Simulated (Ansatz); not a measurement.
Geometry optimisation of Na₃Cl₃⁺.

```yaml
crystal:
  periodic: [false, false, false]
  atoms:
    - {symbol: Na, position_ang: [-0.807480, 2.250170, 1.897670]}
    - {symbol: Na, position_ang: [0.562830, -1.749510, 0.741930]}
    - {symbol: Na, position_ang: [0.000300, 0.251690, -2.000690]}
    - {symbol: Cl, position_ang: [-1.437170, 0.233460, 0.464160]}
    - {symbol: Cl, position_ang: [0.695290, -2.003670, -1.630450]}
    - {symbol: Cl, position_ang: [0.986240, 1.017850, 0.527370]}
basis:
  gaussian: {orbitals: def2-SVP}
total_charge: 1
magnetization: {spin_polarized: true, initial_magnetization: 1}
hamiltonian: {xc: {name: B3LYP}, dispersion: d4}
scf: {lower_state_search: "off"}
output: {orbitals: {seedname: orbitals}}
relax: {f_tol: 0.02, max_steps: 100}
```

```sh
$ ansatz run in.yaml --threads 4 --pin off --events-out ev --progress --plain --max-ram 4787MiB
```

It prints (some lines left out):

```
Functional definition: B3LYP
mean field -50803.18726856 eV, -1866.9826964825 hartree, gradient 6.7e-6 eV, S^2 0.752544; 0 other end points of the search recorded, 0 dependent functions left out
relax step   1: F+E_penalty+E_count = -50803.52850819 eV  Δ(F+E_penalty+E_count) = +0.000e0 eV  max|allowed force component| = 9.511e-1 eV/Å  Δτ_max = 0.0000 Å  (16 SCF iters, accepted)
mean field -50803.36832549 eV, -1866.9893502019 hartree, gradient 1.4e-6 eV, S^2 0.752794; 0 other end points of the search recorded, 0 dependent functions left out
relax step   2: F+E_penalty+E_count = -50803.68642415 eV  Δ(F+E_penalty+E_count) = -1.579e-1 eV  max|allowed force component| = 2.127e-1 eV/Å  Δτ_max = 0.1872 Å  (26 SCF iters, accepted)
mean field -50803.38121822 eV, -1866.9898240010 hartree, gradient 2.5e-6 eV, S^2 0.752816; 0 other end points of the search recorded, 0 dependent functions left out
relax step   3: F+E_penalty+E_count = -50803.70052835 eV  Δ(F+E_penalty+E_count) = -1.410e-2 eV  max|allowed force component| = 4.250e-2 eV/Å  Δτ_max = 0.0531 Å  (25 SCF iters, accepted)
mean field -50803.38273560 eV, -1866.9898797635 hartree, gradient 2.3e-6 eV, S^2 0.752803; 0 other end points of the search recorded, 0 dependent functions left out
relax step   4: F+E_penalty+E_count = -50803.70149103 eV  Δ(F+E_penalty+E_count) = -9.627e-4 eV  max|allowed force component| = 1.128e-2 eV/Å  Δτ_max = 0.0153 Å  (23 SCF iters, accepted)
Total energy: -50803.70181312 eV, -1867.0016056464 hartree
Atom 0 at    -0.853747     2.392571     1.994072 Å, force    -0.000188     0.011283     0.002220 eV/Å
Atom 1 at     0.593681    -1.850935     0.710346 Å, force    -0.002535    -0.004795    -0.003613 eV/Å
Atom 2 at     0.016745     0.207704    -2.084799 Å, force    -0.001621    -0.004464     0.004548 eV/Å
Atom 3 at    -1.527451     0.269557     0.523802 Å, force     0.002104    -0.008179    -0.003514 eV/Å
Atom 4 at     0.740476    -2.125793    -1.737026 Å, force     0.000820     0.006836     0.000172 eV/Å
Atom 5 at     1.030307     1.106886     0.593596 Å, force     0.001419    -0.000681     0.000186 eV/Å
Dipole moment:    -0.603337     1.767147     1.451558 e Å
Checks for a lower state left out: stability, starts, cluster_reference, orbital_swaps, neighbouring_geometries, increment
```

Hardware: 4 threads of Intel Xeon on a shared host. Wall time 26 s.

In the doublet, Cl4 and Cl6 lie 2.69 Å apart (atoms count from 1), so these atoms are partly bonded to each other. Another isomer (doublet) lies 0.33 eV lower at PBE0-D4/def2-TZVP; other spin states weren't run for this one.
